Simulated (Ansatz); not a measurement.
Breaking the Cd1–F2 bond in CdFI (SMILES [F][Cd][I]) (multiplicity 1 held, fragments rigid). Energies count from the point at 1.953 Å.
Geometry at that point (charge 0, multiplicity 1):
| atom | x (Å) | y (Å) | z (Å) |
|---|---|---|---|
| Cd | 0.0000 | 0.0000 | -1.0853 |
| F | 0.0000 | 0.0000 | -3.0387 |
| I | 0.0000 | 0.0000 | 1.4989 |

Signs of static correlation in def2-SVP, with CASSCF(6,4), from Ansatz (an electronic-structure program) runs.

```tsv
R (Å)	T1 of restricted CCSD	⟨S²⟩ of UHF	largest double amplitude of restricted CCSD	weight of the CASSCF reference in MRCISD	CASSCF natural occupations
1.563	0.015	0.000	0.036	0.899	2.00 2.00 1.99 0.01
1.758	0.015	0.000	0.037	0.899	2.00 2.00 1.99 0.02
1.953	0.017	0.000	0.042	0.899	2.00 2.00 1.98 0.02
2.149	0.019	0.000	0.047	0.899	2.00 2.00 1.97 0.03
2.344	0.023	0.000	0.054	0.898	2.00 2.00 1.96 0.05
2.637	0.030	…	0.098	0.899	2.00 2.00 1.90 0.10
2.930	0.043	0.847	…	0.900	2.00 2.00 1.76 0.24
3.419	0.076	0.971	0.340	0.901	2.00 2.00 1.45 0.55
3.907	0.117	0.999	0.645	0.902	2.00 2.00 1.25 0.75
4.493	0.153	1.007	1.031	0.902	2.00 2.00 1.12 0.88
5.274	0.169	1.010	1.317	0.902	2.00 2.00 1.05 0.95
6.251	0.169	1.010	1.409	0.902	2.00 2.00 1.00 1.00
```

Problem. Fill in the missing entries.

Solution. 
- 2.637, ⟨S²⟩ of UHF: 0.411
- 2.930, largest double amplitude of restricted CCSD: 0.159

Doubts at one or more of the structures used: active orbitals that take no part (SC-NEVPT2 on CASSCF(6,4)/def2-SVP); a restricted determinant that unrestricted orbitals would lower (R-CCSD(T)/def2-SVP); T1 above 0.05 (R-CCSD(T)/def2-SVP, U-CCSD(T)/def2-SVP); other coupled-cluster roots lie near (R-CCSD(T)/def2-SVP, U-CCSD(T)/def2-SVP); a spin-contaminated determinant (U-CCSD(T)/def2-SVP); the program's own flag: other amplitudes (U-CCSD(T)/def2-SVP).
